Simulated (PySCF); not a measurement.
bromo(trichloro)methane (CBrCl3), SMILES ClC(Cl)(Cl)Br. Geometry: PBE0-D3(BJ)/def2-SVP.

Computed equilibrium geometry at PBE0-D3(BJ)/def2-SVP (PySCF confirms it by a frequency run) as Cartesian coordinates in Å, and its point group:
point group C3v.
```xyz
5

Cl    -1.4442     0.8338     1.0001
C      0.0000     0.0000     0.4184
Cl     0.0000    -1.6676     1.0001
Cl     1.4442     0.8338     1.0001
Br     0.0000     0.0000    -1.5291
```
